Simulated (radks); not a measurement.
All-electron atom: the gadolinium ion Gd28+ in [Kr].

All-electron calculation, Dirac Kohn-Sham, PBE, spin-unpolarised, spherical densities, point nucleus. Program: a radial shooting solver on a logarithmic mesh with Libxc functionals.

Energy parts (eV):
total: -296498.27
kinetic: 324390.00
electron-nucleus: -692120.21
Hartree: 77042.57
exchange-correlation: -5810.63

Orbitals (lengths in bohr, moments of r in powers of bohr; <r^-3> diverges for s and p1/2; r(max) is where P^2 peaks; r(90%) holds 90 % of the orbital's charge):
1s1/2: occ. 2; eigenvalue (eV) -51023.64; <r> 0.02190; r(90%) 0.0396; r(max) 0.01391; small-component weight 5.69e-02
2s1/2: occ. 2; eigenvalue (eV) -9231.560; <r> 0.09267; r(90%) 0.144; r(max) 0.07914; small-component weight 1.26e-02
2p1/2: occ. 2; eigenvalue (eV) -8815.912; <r> 0.07740; r(90%) 0.128; r(max) 0.05980; small-component weight 1.26e-02
2p3/2: occ. 4; eigenvalue (eV) -8119.352; <r^-3> 9915; <r> 0.08422; r(90%) 0.137; r(max) 0.06562; small-component weight 1.17e-02
3s1/2: occ. 2; eigenvalue (eV) -2764.943; <r> 0.2417; r(90%) 0.354; r(max) 0.2234; small-component weight 4.06e-03
3p1/2: occ. 2; eigenvalue (eV) -2586.765; <r> 0.2311; r(90%) 0.347; r(max) 0.2105; small-component weight 4.00e-03
3p3/2: occ. 4; eigenvalue (eV) -2440.489; <r^-3> 2155; <r> 0.2436; r(90%) 0.364; r(max) 0.2225; small-component weight 3.75e-03
3d3/2: occ. 4; eigenvalue (eV) -2137.128; <r^-3> 363.6; <r> 0.2152; r(90%) 0.335; r(max) 0.1764; small-component weight 3.63e-03
3d5/2: occ. 6; eigenvalue (eV) -2104.936; <r^-3> 323.5; <r> 0.2191; r(90%) 0.340; r(max) 0.1797; small-component weight 3.56e-03
4s1/2: occ. 2; eigenvalue (eV) -1196.287; <r> 0.5038; r(90%) 0.713; r(max) 0.4903; small-component weight 1.59e-03
4p1/2: occ. 2; eigenvalue (eV) -1123.218; <r> 0.5047; r(90%) 0.722; r(max) 0.4894; small-component weight 1.54e-03
4p3/2: occ. 4; eigenvalue (eV) -1080.863; <r^-3> 634.7; <r> 0.5240; r(90%) 0.748; r(max) 0.5096; small-component weight 1.47e-03
4d3/2: occ. 0; eigenvalue (eV) -960.7071; <r^-3> 102.2; <r> 0.5202; r(90%) 0.758; r(max) 0.4988; small-component weight 1.36e-03
4d5/2: occ. 0; eigenvalue (eV) -951.7356; <r^-3> 90.68; <r> 0.5257; r(90%) 0.765; r(max) 0.5045; small-component weight 1.34e-03
4f5/2: occ. 0; eigenvalue (eV) -812.3833; <r^-3> 20.68; <r> 0.5005; r(90%) 0.744; r(max) 0.4344; small-component weight 1.13e-03
4f7/2: occ. 0; eigenvalue (eV) -810.2322; <r^-3> 20.21; <r> 0.5027; r(90%) 0.747; r(max) 0.4364; small-component weight 1.12e-03
5s1/2: occ. 0; eigenvalue (eV) -663.0502; <r> 0.8815; r(90%) 1.22; r(max) 0.9010; small-component weight 8.12e-04
5p1/2: occ. 0; eigenvalue (eV) -629.5838; <r> 0.8952; r(90%) 1.25; r(max) 0.9161; small-component weight 7.87e-04
5p3/2: occ. 0; eigenvalue (eV) -612.1248; <r^-3> 263.9; <r> 0.9206; r(90%) 1.28; r(max) 0.9444; small-component weight 7.61e-04

The highest occupied level is 4p3/2 at -1080.9 eV. Summed over all electrons, <r^2> = 3.545 bohr^2, which gives a Langevin (diamagnetic) susceptibility term of -2.81 x 10^-6 cm^3/mol.
